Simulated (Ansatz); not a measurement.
Isolated molecules relaxed with PBE0-D4/def2-TZVP in Ansatz; ΔE leaves out vibrations. CCSD(T)/CBS is the MP2 limit (def2-TZVPP, def2-QZVPP) plus CCSD(T) − MP2 in def2-TZVPP, frozen cores. This one scheme is used for every species. Functionals use def2-TZVPP. For Ge outer-core shells are correlated without core-valence functions, which leaves a few kJ/mol of doubt a bond. Scalar relativity is left out up to krypton. One conformer a species, not always the lowest.

Consider the ligand exchange at a Ge–N bond: `[OH][GeH2][NH][SiH](O)F` + `SS` → `[OH][GeH2][S]S` + `N[SiH](O)F`.

`[OH][GeH2][NH][SiH](O)F`:

```xyz
12

O     0.657   -1.703   -0.641
Ge   -1.002   -1.048   -0.413
N    -0.740    0.748   -0.295
Si    0.522    1.511    0.578
O     1.571    0.375    1.067
F     1.173    2.592   -0.400
H     0.738   -2.629   -0.397
H    -1.880   -1.348   -1.637
H    -1.550   -1.668    0.884
H    -1.223    1.293   -0.994
H     0.096    2.272    1.765
H     1.639   -0.396    0.483
```

`SS`:

Z-matrix (Å, degrees):
```
S
S 1 2.046
H 1 1.347 2 98.6
H 2 1.347 1 98.6 3 -90.5
```

`[OH][GeH2][S]S`:

```xyz
8

O     1.543    0.263    0.474
Ge   -0.146    0.648    0.855
S    -1.373    0.581   -1.012
S    -0.952   -1.375   -1.514
H     1.648   -0.670    0.269
H    -0.146    2.089    1.375
H    -0.703   -0.397    1.834
H     0.129   -1.139   -2.281
```

`N[SiH](O)F`:

Cartesian coordinates in Å:
```
N -0.681 -0.662 -0.711
Si 0.053 0.205 0.553
O 1.578 0.618 0.158
F -0.891 1.475 0.762
H -1.681 -0.647 -0.828
H -0.274 -1.506 -1.077
H 0.178 -0.455 1.865
H 1.718 0.972 -0.723
```

```tsv
level	ΔE (eV)
PBE0	-0.28
CCSD(T)/def2-TZVPP	-0.16
```

**Question.** What does CCSD(T)/CBS give? (Best estimate.)

**Answer.** Computed: -0.20 eV. The listed levels differ from it by -0.08, 0.04 eV.

Largest T1 diagnostic among the species: 0.012.

From PBE to PBE0 (25 % exact exchange), in def2-TZVPP and without D4, ΔE moves by +0.03 eV.
